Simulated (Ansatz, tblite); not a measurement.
Cost and result up the ladder for Au₂O (the lowest singlet isomer of a short search) (3 atoms). Total charge 0; singlet. Geometry: r2SCAN-D4/def2-TZVP.

Cartesian coordinates in Å:
```
Au -0.771 0.639 1.182
Au 0.469 -1.274 -0.748
O 0.303 0.635 -0.435
```

Ansatz on 2 threads of Arm Neoverse V1 on a shared host; xTB runs through tblite on one thread. Times are rough, summed over both states, and most runs start from the orbitals of an earlier one. B2PLYP/def2-TZVP serves as the yardstick here, not as an exact answer. The other state is a triplet at its own geometry.

In the def2 sets Au takes a core potential; there is no spin–orbit coupling. The xTB rows come from tblite. Correlated methods freeze 1 core orbital; core or outer-core shells of Au are correlated, in sets that lack core-valence functions. The structure comes from a short search, and lower isomers may exist.

xTB has no spin-polarisation term.

```tsv
level	functions	triplet − singlet (eV)	difference from B2PLYP/def2-TZVP (eV)
BHLYP-D4/def2-TZVP	111	1.01	-0.43
r2SCAN-D4/def2-TZVP	111	0.88	-0.56
r2SCANh-D4/def2-TZVP (with forces)	111	0.95	-0.49
r2SCAN0-D4/def2-TZVP	111	1.01	-0.43
GFN1-xTB	22	1.98	0.54
GFN2-xTB	22	2.49	1.05
PBE-D4/def2-TZVP	111	0.84	-0.60
B2PLYP/def2-TZVP	111	1.44	0.00
RPA@PBE/def2-TZVP	111	1.09	-0.35
```

(1) Estimate how long each takes.

Answers

(1) GFN1-xTB 0.005 s; GFN2-xTB 0.005 s; PBE-D4/def2-TZVP 4.5 s; RPA@PBE/def2-TZVP 11 s; r2SCAN-D4/def2-TZVP 11 s; B2PLYP/def2-TZVP 12 s; BHLYP-D4/def2-TZVP 13 s; r2SCANh-D4/def2-TZVP (with forces) 13 s; r2SCAN0-D4/def2-TZVP 22 s. On shared hardware such times vary by a factor of up to 3.
